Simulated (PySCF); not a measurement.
Run record for `C=C[C@H]1C=CSCC1`: PBE0/def2-SVPD, grid level 3, full TDDFT, 25 singlets.

Method: TDDFT PBE0/def2-SVPD, vertical, gas phase, core orbitals frozen in the response (PySCF 2.14.0, density-fitted response routines). Geometry: GFN2-xTB. The input is one job of a driver script: a line of settings, then coordinates in Å.

Command:
```bash
OMP_NUM_THREADS=1 python probes_run.py task.json out
```

Input:
```
{"job": {"kind": "uv", "xc": "PBE0", "basis": "def2-SVPD", "nstates": 25, "ntriplets": 5, "tda": false, "grid": 3}, "charge": 0, "multiplicity": 1}
C      1.982506    -1.068024    -0.246525
C      1.609729     0.137102     0.139925
C      0.360391     0.853918    -0.306127
C     -0.331377     0.164117    -1.444387
C     -1.424944    -0.580448    -1.349554
S     -2.299935    -0.965642     0.112103
C     -1.157886    -0.278508     1.354051
C     -0.585840     1.047412     0.889226
H      2.885647    -1.526037     0.120265
H      1.403412    -1.644998    -0.948590
H      2.210350     0.691944     0.850489
H      0.666638     1.850433    -0.652871
H      0.118308     0.300593    -2.418232
H     -1.892759    -1.024171    -2.213822
H     -1.745468    -0.167169     2.264761
H     -0.364910    -1.008853     1.519485
H     -1.402190     1.714273     0.602689
H     -0.040430     1.510374     1.715455
```

Problem. Predict the output.

Solution. 
```
coarse grid: 15432 points
cycle   1  E = -670.0259324452  dE =  1.028e+00  |g| = 3.644e-01  |ddm| = 8.502e+00
cycle   2  E = -670.0189050402  dE =  7.027e-03  |g| = 4.110e-01  |ddm| = 1.948e+00
cycle   3  E = -670.0634871827  dE = -4.458e-02  |g| = 7.823e-02  |ddm| = 1.129e+00
cycle   4  E = -670.0648918713  dE = -1.405e-03  |g| = 3.582e-02  |ddm| = 3.173e-01
cycle   5  E = -670.0652120574  dE = -3.202e-04  |g| = 1.099e-02  |ddm| = 1.060e-01
cycle   6  E = -670.0652411482  dE = -2.909e-05  |g| = 3.379e-03  |ddm| = 3.985e-02
cycle   7  E = -670.0652440667  dE = -2.919e-06  |g| = 5.905e-04  |ddm| = 9.351e-03
final grid: 215792 points
cycle   8  E = -670.1450614043  dE = -5.457e-05  |g| = 9.705e-03  |ddm| = 2.700e-01
cycle   9  E = -670.1450391559  dE =  2.225e-05  |g| = 1.316e-02  |ddm| = 5.004e-02
cycle  10  E = -670.1450860405  dE = -4.688e-05  |g| = 1.682e-03  |ddm| = 3.318e-02
cycle  11  E = -670.1450867563  dE = -7.158e-07  |g| = 5.190e-04  |ddm| = 5.427e-03
cycle  12  E = -670.1450868219  dE = -6.568e-08  |g| = 1.125e-04  |ddm| = 1.684e-03
cycle  13  E = -670.1450868250  dE = -3.054e-09  |g| = 4.318e-05  |ddm| = 5.387e-04
cycle  14  E = -670.1450868255  dE = -5.225e-10  |g| = 7.180e-06  |ddm| = 1.637e-04
converged SCF energy = -670.1450868255

Static polarisability (au): isotropic 98.718, principal 87.288 96.615 112.251

Singlet excitations
state   eV       nm        f      main configurations
  1   5.0522    245.4   0.02518   H->L 0.91
  2   5.3554    231.5   0.00159   H->L+2 0.38, H->L+3 0.27, H->L+1 0.26
  3   5.6656    218.8   0.02918   H->L+2 0.51, H->L+3 0.31, H->L+1 0.12
  4   5.7018    217.4   0.13889   H->L+1 0.56, H->L+3 0.34
  5   6.2841    197.3   0.00969   H->L+4 0.90
  6   6.3134    196.4   0.02390   H->L+5 0.86
  7   6.4549    192.1   0.00941   H->L+6 0.89
  8   6.7432    183.9   0.00664   H->L+7 0.88
  9   6.7592    183.4   0.03912   H-1->L 0.56, H-1->L+1 0.41
 10   6.9756    177.7   0.00866   H->L+8 0.86
 11   7.2168    171.8   0.09024   H-1->L+2 0.56, H-1->L 0.15, H-1->L+1 0.14
 12   7.3217    169.3   0.01409   H->L+9 0.88
 13   7.3729    168.2   0.01629   H->L+10 0.49, H-2->L 0.14, H-1->L+2 0.10
 14   7.4254    167.0   0.10514   H->L+10 0.36, H-1->L+1 0.16, H-2->L 0.15
 15   7.5182    164.9   0.05658   H-2->L 0.47, H-1->L+1 0.11, H-1->L+2 0.08
 16   7.6122    162.9   0.01770   H-1->L+3 0.80
 17   7.6568    161.9   0.00336   H-3->L 0.48, H-3->L+1 0.12, H-2->L+1 0.11
 18   7.7417    160.2   0.01230   H-4->L 0.57, H-2->L+1 0.14, H->L+11 0.09
 19   7.8035    158.9   0.00935   H->L+11 0.72
 20   7.8593    157.8   0.01050   H-1->L+4 0.63, H-1->L+5 0.11
 21   7.9192    156.6   0.00946   H-2->L+1 0.42, H-4->L 0.11, H-4->L+1 0.09
 22   7.9468    156.0   0.02611   H-1->L+5 0.55, H-1->L+6 0.15
 23   8.0164    154.7   0.00355   H-4->L+1 0.37, H-2->L+2 0.19, H-2->L+3 0.12
 24   8.1043    153.0   0.00301   H->L+12 0.58, H->L+13 0.23
 25   8.1576    152.0   0.00262   H-3->L+1 0.33, H-3->L 0.21, H-2->L+2 0.21

Triplet excitations (Tamm-Dancoff, eV): 3.8069 4.5061 4.9460 5.1812 5.5704
```

The SCF starts on a coarse grid where the log names one; the energy can jump when the final grid takes over, and dE then counts from the start density on the new grid. H and L stand for HOMO and LUMO; the number after each pair is its weight.

Problem. Which computed singlet has the largest oscillator strength, and what do all of them sum to?

Solution. State 4 at 5.70 eV (217 nm), f = 0.139; the 25 states sum to 0.673.

Problem. How does the lowest singlet excitation compare with the HOMO–LUMO gap?

Solution. HOMO -6.02 eV and LUMO 0.06 eV give a gap of 6.08 eV; S1 at 5.05 eV lies 1.03 eV below it.

In short: SCF converged in 14 cycles with 247 basis and 897 fitting functions; HOMO -6.02 eV, LUMO 0.06 eV; lowest singlet 5.05 eV; lowest triplet 3.81 eV (Tamm–Dancoff); mean polarisability 98.7 au.

Hardware: one thread, Arm Neoverse V2 (aarch64) (shared host). Cost: 73 s wall, 1.0 GiB resident at most.

One conformer stands for the species.
